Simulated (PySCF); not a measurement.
FH₆NOSi₂, SMILES N[Si@@H](O)[SiH2]F.

Geometry: PBE-D3(BJ)/def2-SVP. The structure was generated by enumeration; whether it is a known compound was not checked. Other conformers were not sampled.

Two levels are set side by side: TDDFT-PBE/def2-SVPD (PySCF) and TDDFT-B3LYP/def2-SVPD (PySCF). Vertical, same geometry. The lowest singlet is HOMO→LUMO 97 % with PBE and HOMO→LUMO 93 % with the other functional; states are paired by order. Differences are taken from unrounded values.

```tsv
quantity	TDDFT-B3LYP
lowest singlet excitation (eV)	5.73
lowest triplet excitation (TDA) (eV)	5.17
```

Problem. What does TDDFT-PBE give, and how far is it from TDDFT-B3LYP? (Estimate from the structure and the level; the computed values follow.)

Solution. 
```
quantity                              TDDFT-PBE  TDDFT-PBE minus TDDFT-B3LYP
------------------------------------  ---------  ---------------------------
lowest singlet excitation (eV)             5.02                        -0.70
lowest triplet excitation (TDA) (eV)       4.63                        -0.54
```

A lower first singlet is the usual sign of a functional without exact exchange. Differences between two approximate levels are no errors against the true value.

Rough cost on one machine, each run with all the roots and properties that it gave: TDDFT-B3LYP against TDDFT-PBE about 3 times.
